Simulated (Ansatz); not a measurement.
The free Pt atom, lowest solution found in each spin (singlets restricted, other states unrestricted); no spin–orbit coupling, and no relativity up to Kr.

Correlated levels freeze the inner cores; with def2 sets outer-core shells near the valence are correlated too. CBS(a, b) extrapolates the correlation energy as X⁻³ and adds the Hartree–Fock energy of set b.

Run with Ansatz (Gaussian basis) for Hartree–Fock, density functionals and correlated methods. Each number belongs to the level named beside it. In def2 rows elements past Kr take small-core potentials, without spin–orbit coupling.

```
level                                energy of multiplicity 1 less that of multiplicity 3 (eV)
-----------------------------------  ---------------------------------------------------------
SVWN5/def2-TZVPP                                                                         0.407
PBE/def2-TZVPP                                                                           0.495
B97M-V/def2-TZVPP                                                                        0.575
PBE0/def2-TZVPP                                                                          0.517
BHLYP/def2-TZVPP                                                                         0.538
CAM-B3LYP/def2-TZVPP                                                                     0.456
CCSD/def2-TZVPP                                                                          0.541
CCSD(T)/def2-TZVPP                                                                       0.453
CCSD(T)/CBS(def2-TZVPP, def2-QZVPP)                                                        ___
```

Question: Some entries are withheld; supply them.

Answer: 
- CCSD(T)/CBS(def2-TZVPP, def2-QZVPP), energy of multiplicity 1 less that of multiplicity 3 (eV): 0.430

Doubts at one or more of the structures used: a restricted determinant that unrestricted orbitals would lower (CCSD/def2-TZVPP, CCSD(T)/def2-TZVPP, CCSD(T)/CBS(def2-TZVPP, def2-QZVPP)).

Ansatz is an electronic-structure program.
